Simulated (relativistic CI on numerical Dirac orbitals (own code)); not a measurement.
**Mn⁶⁺ (3d) in a crystal field**

Calculated by Dirac-Coulomb-Breit CI, KLI orbitals optimised for each configuration, model QED, one configuration in a parametric crystal field, unscaled Slater integrals (own radial code).

Field parameters in Wybourne normalisation: Oh B⁴₀ = 21Dq, B⁴₄ = √(5/14) B⁴₀. The field is a parameter set, without covalency.

S and J are read from ⟨S²⟩ = S(S + 1) and ⟨J²⟩ = J(J + 1) of each level; they are not fictitious spins.

Oh, 10Dq = 5900 cm⁻¹, the lowest 3 levels:

```json
{"E (cm⁻¹)": "0.0", "Degeneracy": "4", "Irrep": "Γ8", "S": "0.50", "J": "1.85"}
{"E (cm⁻¹)": "844", "Degeneracy": "2", "Irrep": "Γ7", "S": "0.50", "J": "2.50"}
{"E (cm⁻¹)": "6290", "Degeneracy": "4", "Irrep": "Γ8", "S": "0.50", "J": "2.24"}
```

Oh, 10Dq = 43500 cm⁻¹, the lowest 3 levels:

```json
{"E (cm⁻¹)": "0.0", "Degeneracy": "4", "Irrep": "Γ8", "S": "0.50", "J": "1.93"}
{"E (cm⁻¹)": "788", "Degeneracy": "2", "Irrep": "Γ7", "S": "0.50", "J": "2.50"}
{"E (cm⁻¹)": "43778", "Degeneracy": "4", "Irrep": "Γ8", "S": "0.50", "J": "2.16"}
```

The free-ion ground term has S = 1/2. Every field shown keeps that spin.

Levels of this model without a field, named by their leading LS term: ²D3/2 0, ²D5/2 1298 cm⁻¹.
